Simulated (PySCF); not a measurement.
Species: C6H8Cl2Si.
Atom-mapped SMILES: `[CH2:1]=[CH:2][Si@H:3]([Cl:4])[C:5]1=[C:6]([Cl:7])[CH2:8][CH2:9]1`

NICS is the negative of the GIAO shielding at a point without a nucleus: at the ring centre (0) and 1 Å above and below it (1); zz is the component along the ring normal. Level: GIAO PBE0/pcSseg-1 (PySCF, non-relativistic, gas phase) on the GFN2-xTB geometry, one conformer.

Ring bond lengths (Å), with Mayer bond orders in brackets: C5–C6 1.339 (1.67), C6–C8 1.497 (1.03), C8–C9 1.548 (1.05), C9–C5 1.521 (1.02).

Problem. What do the NICS probes read (ppm)?

Solution. 
```json
{"ring": "C5–C6–C8–C9", "type": "4-membered carbocycle; formal bonds 1 double, 3 single", "NICS(0)": "-1.8", "NICS(1), two faces": "-2.5 / -2.7", "NICS(1)zz, two faces": "-0.3 / -0.2", "rms pucker (Å)": "0.00", "centre to ring atoms, mean (Å)": "1.04"}
```

Problem. What do they say, and how far can they be read as aromaticity?

Solution. 
- C5–C6–C8–C9: mean NICS(1)zz -0.3 ppm, near zero. C8, C9 have four or more neighbours, and the NICS criterion for π rings isn't applied.

Problem. At the second NICS(1) probe listed for ring C5–C6–C8–C9, 1 Å off the ring, what do the in-plane components average?

Solution. The isotropic value is a third of the trace: (3 × -2.7 − (-0.2))/2 = -4.0 ppm.

Problem. How shielded are the nuclei of the rings and their hydrogens (means over atoms taken as equivalent)?

Solution. 
| atoms | environment | σ isotropic (ppm) | principal values of the symmetric part, first atom (ppm) |
| --- | --- | --- | --- |
| C5 | fully substituted alkene carbon | 36.0 | -70.4, 53.2, 125.2 |
| C6 | vinylic C–Cl carbon | 28.7 | -85.8, 57.3, 114.7 |
| C8 | allylic carbon | 145.8 | 135.2, 138.9, 163.4 |
| C9 | allylic carbon | 158.1 | 140.4, 162.1, 171.6 |
| H on C8 | methylene hydrogen | 28.80 | 25.8, 26.8, 33.8 |
| H on C8 | methylene hydrogen | 28.78 | 25.4, 26.9, 34.0 |
| H on C9 | methylene hydrogen | 29.22 | 26.0, 27.7, 33.9 |
| H on C9 | methylene hydrogen | 29.09 | 25.2, 28.0, 34.1 |

Conformer computed: `[CH2:1]=[CH:2][Si@H:3]([Cl:4])[C:5]1=[C:6]([Cl:7])[CH2:8][CH2:9]1`: C1–C2–Si3–Cl4 145°, C2–Si3–C5–C6 -77°.
